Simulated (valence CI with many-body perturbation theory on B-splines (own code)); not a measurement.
# E1 line list for Ce⁸⁺

Computed by relativistic CI+MBPT: four valence electrons over a frozen Dirac-Fock core [Kr] 4d10, radial functions for each j: 7 s, 7 p, 7 d, 7 f, 4 g, 2 h, with the one-electron correlation potential Σ1, the two-electron term Σ2, the three-electron term Σ3, Breit, model QED; selected CI, second order for the rest, scaled by the run's own slope (own B-spline code, finite nucleus).

No measured spectrum was set against this ion. As an estimate, levels hold to about 250 cm⁻¹ or 0.2 % of their energy and the worst to 1 %, as in measured heavy ions of charge 2 to 7; those with d or f electrons hold less well. Among the levels kept, up to 470 cm⁻¹ of a level comes from second order outside the variational space, and about a tenth of that is noise between levels of different J, which matters for small intervals.

Lines 351 to 400 of 552 in falling wavelength, among levels below 354800 cm⁻¹, chosen from the strongest by gf and those to the six lowest levels. Wavelengths and rates use the calculated energies, so an error of 200 cm⁻¹ moves a line at 413.5 Å by 0.083 % and its rate by three times that or more. Electric multipoles are in the length gauge, E1 and E2 with the static RPA response of the core. Weak lines are less certain than strong ones. Lines between different terms over intervals too small for the method are left out, as are lines whose strength nearly cancels. Where a level lies close to another of its J and parity, the split of strength between their lines is uncertain. The highest levels of a list are the least certain.

Names give the largest LS component (configuration and term), which can be under half, so a name can repeat, a term be missing and a line seem to break the LS rules; names also repeat where a configuration has a term twice. Letters in brackets count levels of one name in rising energy.

| λ vac (Å) | Upper | Lower | A (s⁻¹) | log gf | Branch % |
| --- | --- | --- | --- | --- | --- |
| 413.5 | 4f2 5s 5p 3P°_2 | 4f 5s2 5p 3F_3 | 2.26e+09 | -0.54 | 19.9 |
| 413.4 | 4f 5s2 5d 3H°_4 | 4f 5s2 5p 1F_3 | 1.41e+10 | 0.51 | 60.0 |
| 413.4 | 5s2 5p 5d 3D°_3 | 5s2 5p2 3P_2 [b] | 2.49e+09 | -0.35 | 10.2 |
| 412.4 | 4f2 5s 5p 5P°_3 | 4f 5s2 5p 3D_2 | 4.50e+08 | -1.10 | 8.1 |
| 412.1 | 4f 5s2 5d 3P°_1 | 4f 5s2 5p 3D_2 | 8.23e+09 | -0.20 | 43.4 |
| 411.8 | 4f 5s 5p2 3F°_2 [d] | 4f 5s2 5p 3G_3 | 6.56e+08 | -1.08 | 2.0 |
| 411.3 | 4f 5s2 5d 1D°_2 | 4f 5s2 5p 1F_3 | 8.90e+08 | -0.95 | 6.6 |
| 410.8 | 4f 5s 5p2 3D°_3 [c] | 5s2 5p2 3P_2 [a] | 3.65e+08 | -1.19 | 7.3 |
| 410.7 | 4f2 5s 5p 3D°_2 [b] | 4f 5s2 5p 3D_2 | 1.28e+09 | -0.79 | 11.2 |
| 410.2 | 4f2 5s 5p 3D°_2 [b] | 4f 5s2 5p 3D_3 | 2.82e+09 | -0.45 | 24.7 |
| 409.9 | 4f2 5s 5p 3G°_3 [c] | 4f 5s2 5p 3D_3 | 2.50e+09 | -0.36 | 23.3 |
| 409.7 | 4f2 5s 5p 3F°_4 [c] | 4f 5s2 5p 3F_4 | 1.08e+09 | -0.61 | 13.9 |
| 409.3 | 4f2 5s 5p 3G°_5 [d] | 4f 5s2 5p 3F_4 | 9.94e+08 | -0.56 | 9.4 |
| 408.9 | 4f 5s 5p2 3D°_2 [c] | 5s2 5p2 3P_2 [b] | 5.01e+09 | -0.20 | 26.5 |
| 408.8 | 4f2 5s 5p 5P°_2 [a] | 4f 5s2 5p 1F_3 | 1.54e+09 | -0.71 | 15.3 |
| 408.7 | 4f2 5s 5p 3F°_4 [d] | 4f 5s2 5p 3D_3 | 3.23e+09 | -0.14 | 26.5 |
| 408.6 | 4f 5s 5p2 1D°_2 [c] | 4f 5s2 5p 3F_3 | 2.69e+09 | -0.47 | 11.9 |
| 408.1 | 4f2 5s 5p 5P°_2 [b] | 4f 5s2 5p 1F_3 | 7.50e+08 | -1.03 | 10.0 |
| 407.7 | 4f2 5s 5p 3F°_4 [d] | 4f 5s2 5p 3G_5 | 2.09e+09 | -0.33 | 17.2 |
| 407.7 | 4f 5s2 5d 3D°_3 | 4f 5s2 5p 3F_4 | 2.36e+09 | -0.39 | 13.9 |
| 407.3 | 4f 5s2 5d 3P°_2 | 4f 5s2 5p 3D_3 | 7.20e+09 | -0.05 | 44.7 |
| 407.3 | 4f 5s2 5d 3F°_3 | 4f 5s2 5p 1F_3 | 2.05e+09 | -0.45 | 15.0 |
| 407.1 | 4f2 5s 5p 3G°_4 [d] | 4f 5s2 5p 3F_4 | 2.55e+09 | -0.24 | 22.2 |
| 407.1 | 4f 5s 5p2 3F°_3 [d] | 4f 5s2 5p 3G_3 | 9.59e+08 | -0.78 | 3.9 |
| 406.3 | 4f 5s 5p2 3D°_1 [c] | 5s2 5p2 3P_2 [b] | 3.78e+09 | -0.55 | 18.6 |
| 405.9 | 4f2 5s 5p 3P°_2 | 4f 5s2 5p 3G_3 | 2.26e+08 | -1.55 | 2.0 |
| 405.5 | 4f2 5s 5p 3D°_3 [b] | 4f 5s2 5p 3D_3 | 4.49e+09 | -0.11 | 23.3 |
| 404.8 | 4f 5s 5p2 1D°_2 [b] | 5s2 5p2 3P_2 [a] | 4.72e+09 | -0.24 | 57.5 |
| 404.1 | 4f 5s 5p2 3F°_3 [c] | 5s2 5p2 3P_2 [b] | 1.71e+08 | -1.53 | 1.1 |
| 403.9 | 4f 5s 5p2 3G°_3 [c] | 5s2 5p2 3P_2 [a] | 2.41e+08 | -1.39 | 2.0 |
| 403.1 | 4f 5s2 5d 3F°_2 [b] | 4f 5s2 5p 1F_3 | 2.44e+09 | -0.53 | 13.7 |
| 403.0 | 5s2 5p 5d 1P°_1 | 5s2 5p2 1S_0 | 2.59e+10 | 0.28 | 93.9 |
| 402.7 | 4f 5s2 5d 3D°_3 | 4f 5s2 5p 1F_3 | 3.26e+09 | -0.26 | 19.2 |
| 402.5 | 4f2 5s 5p 5F°_5 | 4f 5s2 5p 3G_4 | 4.49e+08 | -0.92 | 51.4 |
| 402.4 | 4f2 5s 5p 3G°_3 [c] | 4f 5s2 5p 3F_4 | 1.34e+09 | -0.64 | 12.5 |
| 402.1 | 4f2 5s 5p 3G°_4 [d] | 4f 5s2 5p 1F_3 | 7.16e+08 | -0.81 | 6.2 |
| 402.1 | 5s 5p3 1P°_1 | 5s2 5p2 3P_1 | 5.53e+09 | -0.40 | 29.8 |
| 401.6 | 5s2 5p 5d 3F°_2 [b] | 5s2 5p2 3P_2 [a] | 1.56e+09 | -0.73 | 10.3 |
| 401.2 | 4f 5s 5p2 1D°_2 [c] | 4f 5s2 5p 3G_3 | 4.78e+08 | -1.24 | 2.1 |
| 401.2 | 4f2 5s 5p 3F°_4 [d] | 4f 5s2 5p 3F_4 | 3.92e+09 | -0.07 | 32.1 |
| 400.9 | 4f2 5s 5p 5G°_4 [b] | 4f 5s2 5p 3G_3 | 1.87e+08 | -1.39 | 31.1 |
| 398.1 | 4f2 5s 5p 3D°_3 [b] | 4f 5s2 5p 3F_4 | 8.20e+08 | -0.87 | 4.3 |
| 397.0 | 4f2 5s 5p 5G°_5 [c] | 4f 5s2 5p 3G_4 | 4.14e+08 | -0.97 | 57.9 |
| 396.2 | 4f2 5s 5p 3F°_2 [a] | 5s2 5p2 3P_2 [b] | 4.20e+08 | -1.31 | 3.1 |
| 396.1 | 4f 5s 5p2 1F°_3 [a] | 5s2 5p2 3P_2 [b] | 4.17e+09 | -0.16 | 25.2 |
| 395.6 | 4f2 5s 5p 5D°_1 [a] | 5s2 5p2 3P_2 [b] | 5.72e+08 | -1.39 | 7.8 |
| 395.6 | 4f 5s2 5d 3G°_3 | 4f 5s2 5p 3G_4 | 8.71e+08 | -0.84 | 4.5 |
| 394.8 | 4f2 5s 5p 5D°_3 [b] | 4f 5s2 5p 3F_3 | 5.23e+08 | -1.07 | 21.0 |
| 394.8 | 4f 5s 5p2 3P°_0 | 5s2 5p2 3P_1 | 1.64e+09 | -1.42 | 71.5 |
| 394.7 | 4f2 5s 5p 3G°_3 [b] | 5s2 5p2 3P_2 [b] | 1.81e+09 | -0.53 | 22.2 |
